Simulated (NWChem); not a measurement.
System: C2H6Cl2Si; SMILES C[Si](C)(Cl)Cl

The following NWChem deck was run.

```
start job
memory heap 200 mb stack 900 mb global 1100 mb
geometry units angstroms noautosym nocenter noautoz
  C     -0.000922     1.563711    -1.360611
  Si     0.000000     0.000000    -0.355809
  C      0.000922    -1.563711    -1.360611
  Cl     1.674540     0.000918     0.868480
  Cl    -1.674540    -0.000918     0.868480
  H     -0.894803     1.606541    -2.002258
  H     -0.002665     2.445585    -0.703149
  H      0.894028     1.608771    -2.000602
  H      0.002665    -2.445585    -0.703149
  H     -0.894028    -1.608771    -2.000602
  H      0.894803    -1.606541    -2.002258
end
basis spherical
  * library def2-svp
end
dft
  xc pbe0
  iterations 150
end
cosmo
  do_cosmo_smd true
  solvent dcm
end
task dft energy
```

Structure relaxed at the PBE0/def2-SVP level. Solvent: dichloromethane.

Level: PBE0/def2-SVP with SMD (1 M gas to 1 M solution), gas-phase geometry. Reactions with the solvent are ignored.

Task: Give the results of this calculation. (PBE0/def2-SVP, SMD on the gas-phase geometry.) Quantities: solvation free energy (kcal/mol); cavity-dispersion-structure term (kcal/mol); dipole in solution (D).

Result: 
```
Item                                         Result
-------------------------------------------  ------
solvation free energy (kcal/mol)               -5.2
cavity-dispersion-structure term (kcal/mol)    -2.0
dipole in solution (D)                         3.15
```
